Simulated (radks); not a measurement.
Ti, configuration [Ar] 3d2 4s1 5p1 (not the ground configuration).

Method: Dirac Kohn-Sham, PBE, spin-unpolarised, spherical densities, point nucleus; open shells fill j = l - 1/2 first; computed with a radial shooting solver on a logarithmic mesh with Libxc functionals.

Energy parts (eV):
| part | energy |
|---|---|
| total | -23221.385 |
| kinetic | 23448.191 |
| electron-nucleus | -55149.021 |
| Hartree | 9617.715 |
| exchange-correlation | -1138.269 |

Orbitals (lengths in bohr, moments of r in powers of bohr; r(90%) holds 90 % of the orbital's charge):
orbital  occ.  eigenvalue (eV)  r(90%)      <r^4>     <r^2>  small-component weight
1s1/2       2        -4872.634   0.124  0.0001092  0.006513                6.21e-03
2s1/2       2        -541.2494   0.505    0.02747    0.1248                1.08e-03
2p1/2       2        -452.4382   0.474    0.02171    0.1025                1.06e-03
2p3/2       4        -446.6650   0.478    0.02240    0.1043                1.05e-03
3s1/2       2         -67.1187    1.51      2.226     1.171                2.22e-04
3p1/2       2         -43.7961    1.67      3.330     1.376                1.90e-04
3p3/2       4         -43.1392    1.68      3.432     1.397                1.88e-04
3d3/2       2          -8.6301    2.67      24.42     3.056                1.03e-04
3d5/2       0          -8.5817    2.67      24.73     3.075                1.02e-04
4s1/2       1          -7.6951    4.78      223.2     11.83                2.78e-05
5p1/2       1          -1.0063    16.0      28680     143.8                3.07e-06
5p3/2       0          -1.0007    16.0      28970     144.6                3.08e-06

The highest occupied level is 5p1/2 at -1.006 eV. The configuration is held as typed, so some empty levels lie below it. The density falls to 0.001 e/bohr^3 at r = 4.23 bohr. Summed over all electrons, <r^2> = 173.3 bohr^2, which gives a Langevin (diamagnetic) susceptibility term of -137 x 10^-6 cm^3/mol.
